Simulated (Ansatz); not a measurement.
Mulliken charges of BGeH6NSe, SMILES `B[Se][GeH2][NH2]` from ωB97M-V/def2-TZVPP in Ansatz (PBE0-D4/def2-TZVP geometry).

| atom | x (Å) | y (Å) | z (Å) | charge (e) |
| --- | --- | --- | --- | --- |
| B1 | -1.543 | 1.052 | -0.907 | -0.216 |
| Se2 | -1.286 | -0.802 | -1.217 | -0.151 |
| Ge3 | 0.645 | -1.235 | 0.142 | 0.280 |
| N4 | 1.296 | 0.199 | 1.065 | -0.350 |
| H5 | -0.826 | 1.675 | -0.186 | 0.059 |
| H6 | -2.464 | 1.555 | -1.474 | 0.082 |
| H7 | 1.746 | -1.726 | -0.807 | 0.030 |
| H8 | 0.229 | -2.305 | 1.160 | 0.030 |
| H9 | 0.655 | 0.583 | 1.746 | 0.117 |
| H10 | 1.632 | 0.953 | 0.482 | 0.117 |

Q: By hand: the dipole of these point charges (1 e Å = 4.8032 D).

A: Σ q r = (0.331, -0.236, 0.186) e Å, of length 0.447 e Å = 2.15 D.

Q: How does the dipole of the full density compare? (An estimate is asked.)

A: Computed: (0.155, 0.079, 0.144) e Å, 1.08 D; the point charges give 1.99 times that, at 54° from its direction.

Point charges leave out the atoms' own dipoles, such as those of lone pairs, and Mulliken's split depends on the basis, so the two needn't agree.
